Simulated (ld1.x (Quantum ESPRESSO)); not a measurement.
# Cutoff test, Bi, TM

| Item | Value |
| --- | --- |
| Element | Bi |
| Generator | ld1.x (Quantum ESPRESSO) 7.5 |
| Type | norm-conserving Troullier–Martins (Kleinman–Bylander form) |
| Functional | PBE |
| Relativity | fully relativistic |
| Frozen core | [Xe] 4f14 5d10 |
| Valence charge | 5 |
| Reference configuration | 6s2 6p3 |
| Partial waves | 6s (bound): rc 1.95 bohr; 6p (bound): rc 2.05 bohr; 6d channel at 0.1 Ry: rc 1.90 bohr |
| Local potential | the d channel |
| Core correction | a·sin(br)/r model core inside 1.35 bohr |

Open shells are filled in proportion to 2j + 1 (rel_dist='average').

The pseudo-atom Hamiltonian at the reference potential is diagonalised in spherical Bessel functions j_l(qr) that vanish at 20 bohr, with q² up to the cutoff. All-electron valence levels (Ry): 6s -1.0581, 6p1/2 -0.4401, 6p3/2 -0.2989.

Task: How do the lowest levels (Ry) of each channel move with the cutoff, and are there ghosts?

Result:

| cutoff (Ry) | s #1 | s #2 | s #3 | p1/2 #1 | p1/2 #2 | p1/2 #3 | p3/2 #1 | p3/2 #2 | p3/2 #3 | d3/2 #1 | d5/2 #1 | d5/2 #2 | f #1 | Σ f·Δε (mRy) |
| --- | --- | --- | --- | --- | --- | --- | --- | --- | --- | --- | --- | --- | --- | --- |
| 8 | -1.0184 | -0.0434 | 0.0668 | -0.4096 | 0.0168 | 0.1156 | -0.2774 | 0.0249 | 0.1282 | 0.0486 | 0.0486 | 0.1295 | 0.1062 | 155.0 |
| 15 | -1.1150 | -0.0510 | 0.0625 | -0.4386 | 0.0147 | 0.1123 | -0.2855 | 0.0244 | 0.1273 | 0.0484 | 0.0484 | 0.1290 | 0.1062 | 142.1 |
| 21 | -9.1189 | -1.0285 | -0.0453 | -0.4389 | 0.0146 | 0.1122 | -0.2950 | 0.0236 | 0.1260 | 0.0479 | 0.0479 | 0.1276 | 0.1062 | 70.4 |
| 35 | -39.0015 | -1.0576 | -0.0465 | -0.4405 | 0.0145 | 0.1119 | -0.2987 | 0.0233 | 0.1254 | 0.0478 | 0.0478 | 0.1272 | 0.1062 | 3.4 |
| 45 | -53.0589 | -1.0580 | -0.0467 | -0.4405 | 0.0145 | 0.1119 | -0.2991 | 0.0232 | 0.1254 | 0.0477 | 0.0477 | 0.1268 | 0.1062 | 1.7 |
| 60 | -66.8387 | -1.0586 | -0.0468 | -0.4405 | 0.0144 | 0.1119 | -0.2994 | 0.0232 | 0.1253 | 0.0476 | 0.0476 | 0.1267 | 0.1062 | 0.4 |
| 400 | -79.5194 | -1.0587 | -0.0468 | -40.3459 | -0.4405 | 0.0144 | -40.5870 | -0.2993 | 0.0232 | 0.0475 | 0.0475 | 0.1265 | 0.1062 | 0.0 |

Result: ghost states, extra bound levels that the all-electron valence spectrum of the same l lacks: s at -1081.9 eV, p3/2 at -552.2 eV, p1/2 at -548.9 eV (a true bound ghost makes a file unfit for plane-wave use); 10 mRy is reached at 30 Ry and 1 mRy at 50 Ry.

Its largest configuration-test error is -928 meV.
